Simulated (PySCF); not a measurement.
Polarisability and C₆ of Zn²⁺ (zinc, charge +2)

[Ar] 3d10, closed-shell 1S. Calculation: PySCF 2.14, in x2c-TZVPPall with one added diffuse shell each of s, p, d, f type (7s6p5d3f1g, 80 functions); scalar relativity by spin-free X2C-1e. Coupled (time-dependent) response in atomic units; α is the mean over directions.

```tsv
method	mean α (bohr³)	C₆ (like pair)	S(−4)
UHF	2.299	6.015	2.049
PBE	2.998	8.151	4.445
PBE0	2.760	7.418	3.477
revPBE	2.992	8.122	4.450
PBEsol	3.002	8.174	4.406
```

S(−4) is the Cauchy moment in α(ω) = α(0) + S(−4) ω² + …

α(iu) at PBE:

```tsv
u (hartree)	α(iu) (bohr³)
0	2.998
0.0500	2.987
0.100	2.955
0.200	2.837
0.300	2.674
0.500	2.314
0.750	1.927
1.00	1.629
1.50	1.213
2.00	0.9417
3.00	0.6227
5.00	0.3398
```

A single London oscillator, α(iu) = α/(1 + u²/ω²), gives C₆ = (3/4) ω α². Matching the computed C₆ needs ω = 4 × 8.151 / (3 × 2.998²) = 1.21 hartree.

For an ion, C₆ is the dispersion term alone; charge-induced terms of lower order in 1/R come first.
